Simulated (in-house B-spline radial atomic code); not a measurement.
The numbers below are computed, except where a source is named.
Correlation energy from the adiabatic connection: −V exp(−r²/w²), V = 4.84, w = 5.77

Two electrons in a singlet, external potential −V exp(−r²/w²), V = 4.84, w = 5.77 (atomic units). Full CI in B-splines (partial waves to l = 8, correlation up to 0.6 % small) with the density held fixed gives W(λ) = <V_ee>_λ − U, and E_c is the integral of W(λ) − W(0) from 0 to 1.

| λ | W(λ) − W(0) (hartree) |
| --- | --- |
| 0 | 0.00000 |
| 0.02 | -0.00198 |
| 0.05 | -0.00489 |
| 0.12 | -0.01138 |
| 0.25 | -0.02240 |
| 0.4 | -0.03364 |
| 0.6 | -0.04659 |
| 0.8 | -0.05762 |
| 1 | -0.06711 |

Q: Integrate the table by the trapezoid rule.

A: The strips give -0.00002, -0.00010, -0.00057, -0.00220, -0.00420, -0.00802, -0.01042, -0.01247, which sum to -0.03801 hartree. The direct value, W(1) − W(0) + T_c with T_c = 0.02898, is -0.03813; the curve is convex, so chords lie above it and the trapezoids fall short in size by 0.32 %.

Q: Now use only three numbers: W(0) = -0.51419, the initial slope W'(0) = -0.1001 (extrapolated from the first points) and the strong-coupling limit of the point-charge-plus-continuum model, W∞ = -0.70355. What do second-order theory and the interpolation W(λ) = W∞ + (W(0) − W∞)/√(1 + 2χλ) of Seidl, Perdew and Levy give?

A: Second order keeps the slope alone: E_c = W'(0)/2 = -0.05005, +31 % in size against -0.03813. Matching the slope fixes χ = W'(0)/(W∞ − W(0)) = -0.1001/(-0.18936) = 0.52862. Integrating, with s = √(1 + 2χ) = 1.434310, E_c = −(W(0) − W∞)(s − 1)/(s + 1) = −0.18936 × 0.434310/2.434310 = -0.03378 hartree, -11.4 % in size against the full result. At λ = 1 the formula gives W − W(0) = -0.05734 against -0.06711. Part of the miss can come from the model's W∞.
